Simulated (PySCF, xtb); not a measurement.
Pb(Cl)(SH) (ClHPbS), SMILES [SH][Pb][Cl] (connectivity only; charge and spin as stated), neutral, multiplicity 1.

GFN2-xTB (xtb 6.7.1) at its own geometry gives an orbital gap of 2.53 eV and a dipole moment of 7.04 D.

Coordinates come from a PBE-D3(BJ)/def2-TZVP optimisation. The def2 effective core potentials stand for the cores of Pb; spin–orbit coupling is left out. The values are those of a single conformer.

What does PBE0/def2-TZVPD (PySCF) give? (The exact figures need the calculation; the answer reports its results.)

gap 4.63 eV (levels -7.54 and -2.90 eV), dipole 4.71 D.
